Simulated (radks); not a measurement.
Results of a calculation; reference values are marked as such.
All-electron atom: Hg II in [Xe] 4f14 5d10 6s1 (the NIST ground configuration).

Level of theory: Dirac Kohn-Sham, LDA (Slater exchange, Perdew-Wang correlation), spin-unpolarised, spherical densities, finite nucleus; Fermi nuclear charge, rms radius 5.4648 fm (a radial shooting solver on a logarithmic mesh with Libxc functionals).

Energy parts (Ry):
part                       energy
total                 -39292.3597
kinetic                45283.5526
electron-nucleus      -99065.0576
Hartree                15214.1941
exchange-correlation    -725.0489

Orbitals (lengths in bohr, moments of r in powers of bohr; <r^-3> diverges for s and p1/2; r(max) is where P^2 peaks; r(90%) holds 90 % of the orbital's charge):
| orbital | occ. | eigenvalue (Ry) | <1/r> | r(90%) | r(max) | <r^-3> |
|---|---|---|---|---|---|---|
| 1s1/2 | 2 | -6095.926 | 97.42 | 0.0304 | 0.01023 | - |
| 2s1/2 | 2 | -1080.259 | 24.00 | 0.109 | 0.05941 | - |
| 2p1/2 | 2 | -1037.166 | 23.97 | 0.0951 | 0.04362 | - |
| 2p3/2 | 4 | -894.1749 | 19.41 | 0.107 | 0.05112 | 21420 |
| 3s1/2 | 2 | -256.8096 | 8.805 | 0.265 | 0.1672 | - |
| 3p1/2 | 2 | -237.2654 | 8.725 | 0.257 | 0.1558 | - |
| 3p3/2 | 4 | -205.6008 | 7.533 | 0.279 | 0.1711 | 5004 |
| 3d3/2 | 4 | -172.9789 | 7.434 | 0.252 | 0.1330 | 876.1 |
| 3d5/2 | 6 | -166.1877 | 7.164 | 0.259 | 0.1371 | 722.8 |
| 4s1/2 | 2 | -56.92843 | 3.734 | 0.573 | 0.3764 | - |
| 4p1/2 | 2 | -48.53527 | 3.627 | 0.583 | 0.3742 | - |
| 4p3/2 | 4 | -40.87078 | 3.211 | 0.632 | 0.4055 | 1214 |
| 4d3/2 | 4 | -27.08800 | 3.011 | 0.661 | 0.3976 | 191.4 |
| 4d5/2 | 6 | -25.65874 | 2.916 | 0.677 | 0.4072 | 154.2 |
| 4f5/2 | 6 | -7.90060 | 2.553 | 0.767 | 0.3637 | 32.72 |
| 4f7/2 | 8 | -7.59213 | 2.516 | 0.778 | 0.3683 | 31.05 |
| 5s1/2 | 2 | -9.35569 | 1.527 | 1.29 | 0.8279 | - |
| 5p1/2 | 2 | -6.57223 | 1.401 | 1.41 | 0.8719 | - |
| 5p3/2 | 4 | -5.21508 | 1.246 | 1.55 | 0.9517 | 210.7 |
| 5d3/2 | 4 | -1.48915 | 0.9204 | 2.22 | 1.142 | 19.28 |
| 5d5/2 | 6 | -1.35039 | 0.8806 | 2.33 | 1.180 | 14.86 |
| 6s1/2 | 1 | -1.10985 | 0.5101 | 3.66 | 2.139 | - |
| 6p1/2 | 0 | -0.63487 | 0.4024 | 4.66 | 2.605 | - |
| 6p3/2 | 0 | -0.54022 | 0.3586 | 5.17 | 2.916 | 14.46 |
| 7s1/2 | 0 | -0.25194 | 0.1925 | 9.59 | 5.880 | - |

The highest occupied level is 6s1/2 at -15.100 eV. The density falls to 0.001 e/bohr^3 at r = 3.89 bohr.
